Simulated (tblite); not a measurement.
Compound: C₆H₁₆P₂.
Structure used (GFN2-xTB), in Å, numbered top down from 1:
```xyz
24
C6H16P2 angstrom
C      3.7071    1.0698   -0.5285
C      2.3562    1.1438    0.1703
P      1.0476    0.1594   -0.7235
C      1.5408   -1.5378   -0.1678
C     -0.3216    0.4625    0.5093
C     -1.5930   -0.2812    0.1248
P     -2.9610    0.0391    1.3498
C     -4.3551   -0.6947    0.3771
H      3.6181    1.4026   -1.5608
H      4.4336    1.7043   -0.0230
H      4.0883    0.0508   -0.5305
H      2.4374    0.7926    1.2035
H      2.0115    2.1816    0.1894
H      2.4619   -1.8228   -0.6718
H      0.7682   -2.2471   -0.4582
H      1.6857   -1.5768    0.9115
H      0.0052    0.1715    1.5123
H     -0.5171    1.5392    0.5182
H     -1.4126   -1.3608    0.1195
H     -1.9136    0.0117   -0.8792
H     -3.1921    1.3594    0.9368
H     -5.2976   -0.4128    0.8421
H     -4.3399   -0.3540   -0.6567
H     -4.2697   -1.7804    0.4028
```

Calculated harmonic vibrations of the isolated species, GFN2-xTB (tblite), most abundant isotopes, no scaling. The method is semi-empirical: single wavenumbers can be off by several per cent or more. Modes of hydrogen on phosphorus can be 10 to 20 % off. One conformer, not necessarily the lowest.

Harmonic wavenumbers (cm⁻¹): 33.1, 48.7, 71.2, 74.1, 95.6, 160.2, 172.9, 186.4, 200.7, 215.8, 246.7, 299.3, 312.1, 350.5, 670.6, 694.6, 708.2, 721.2, 739.9, 743.1, 750.3, 768.5, 787.2, 864.5, 878.3, 889.0, 950.7, 987.5, 1006.0, 1016.2, 1057.4, 1075.2, 1081.2, 1171.7, 1225.7, 1240.6, 1257.1, 1270.4, 1317.9, 1320.4, 1410.3, 1434.4, 1441.8, 1445.0, 1449.9, 1451.8, 1457.0, 1465.3, 1499.2, 1503.0, 2241.4, 2919.7, 2926.6, 2931.0, 2939.6, 2941.7, 2950.6, 2982.2, 2996.5, 3004.1, 3011.8, 3013.7, 3018.9, 3020.9, 3027.0, 3033.4.

A = 3851, B = 477.8, C = 454.3 MHz; mass 150.073 u (most abundant isotopes); point group C1, symmetry number 1.

Problem. Zero-point energy?

Solution. ½Σν̃ = 44589 cm⁻¹ = 533.40 kJ/mol.

Problem. What is S at 298.15 K and 1 bar for an ideal gas of classical rigid rotors and harmonic oscillators?

Solution. Translation 171.35, rotation 126.91, vibration 180.45: S = 478.7 J/(mol K).

Problem. And Cp and H(298.15 K) − H(0)?

Solution. Cp = 196.01 J/(mol K), of which vibrations give 162.76 (their classical limit is 66 R = 548.8); H(298.15 K) − H(0) = 36.42 kJ/mol without the zero-point energy, 26.51 from vibrations.

Problem. What must be added to the electronic energy to get the Gibbs energy at 298.15 K and 1 bar?

Solution. ZPE + [H(298.15 K) − H(0)] − T·S = 533.40 + 36.42 − 142.73 = 427.09 kJ/mol.

Problem. Which modes carry the vibrational entropy at 298.15 K?

Solution. 33.1 cm⁻¹: 23.57; 48.7 cm⁻¹: 20.37; 71.2 cm⁻¹: 17.24; 74.1 cm⁻¹: 16.91; 95.6 cm⁻¹: 14.82; 160.2 cm⁻¹: 10.66 J/(mol K); the other 60 give 76.88 together.

Problem. Blend soft modes into free rotors: weight 1/[1 + (100 cm⁻¹/ν̃)⁴] for the oscillator and the rest for a rotor with moment μB/(μ + B), μ = h/(8π²ν), B = 10⁻⁴⁴ kg m². What vibrational entropy results?

Solution. 160.90 J/(mol K) in place of 180.45, which changes −T·S at 298.15 K by +5.83 kJ/mol.

Hindered rotation and anharmonicity are outside this model. Other conformers, if any are populated, would add a mixing term that is left out. The structure is chiral; the term R ln 2 for an equal mix with its mirror image is left out.
